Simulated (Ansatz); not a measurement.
Consider the atomization: `C=C([SiH3])[TeH]` → 2 C• + 6 H• + Si• + Te•.

Gas-phase electronic energies from Ansatz, PBE0-D4/def2-TZVP geometries. CCSD(T)/CBS is the MP2 limit (def2-TZVPP, def2-QZVPP) plus CCSD(T) − MP2 in def2-TZVPP, frozen cores. This one scheme is used for every species, atoms too. For atomizations the MP2-based limit and the directly extrapolated one differ by several kJ/mol either way, and by 10 to 25 for some Ge, Se and Sn compounds, so smaller differences from it don't rank the levels. No spin–orbit coupling; open shells (•) take unrestricted orbitals. Spin–orbit coupling would lower the free atoms: a little for C, Si; strongly for Te. def2 core potentials past Kr. For Te outer-core shells are correlated without core-valence functions, so the limit isn't a true one: a few kJ/mol of doubt a bond, and 10 to 20 or more in all where bonds break to atoms.

`C=C([SiH3])[TeH]`:

Cartesian coordinates in Å:
```
C 0.303 -0.752 -1.504
C 0.242 -0.453 -0.207
Si -0.440 1.162 0.420
Te 1.054 -1.777 1.218
H 0.703 -1.687 -1.886
H -0.055 -0.047 -2.250
H 0.631 1.952 1.079
H -1.508 0.899 1.420
H -1.003 1.926 -0.726
H 0.074 -1.223 2.436
```

| species | CCSD(T)/CBS(def2) energy (Eh) |
| --- | --- |
| `C=C([SiH3])[TeH]` | -636.48095 |
| C• | -37.79194 |
| H• | -0.50000 |
| Si• | -288.94402 |
| Te• | -267.67675 |

(1) Work out ΔE.

Largest T1 diagnostic among the species: 0.012.

Answers

(1) ΔE = 6 × (-0.50000) + 2 × (-37.79194) + (-288.94402) + (-267.67675) − (-636.48095) = 1.27630 Eh = +34.73 eV.

From r2SCAN to r2SCAN0 (25 % exact exchange), in def2-TZVPP and without D4, ΔE moves by −0.47 eV: exact exchange takes away binding that semilocal exchange gives to molecules. The D4 term adds +0.45 eV with B3LYP and +0.23 eV with PBE0; it sums over pairs of atoms, weighted by their polarisabilities, and B3LYP, whose exchange is more repulsive, gets the larger term. In def2-TZVPP, CCSD(T) changes the Hartree–Fock value by +8.62 eV (the triples alone add +0.56 eV) and MP2 by +8.82 eV; breaking electron pairs costs correlation energy, which Hartree–Fock lacks.

B3LYP here is the variant with VWN-RPA as its local correlation; programs differ in this.
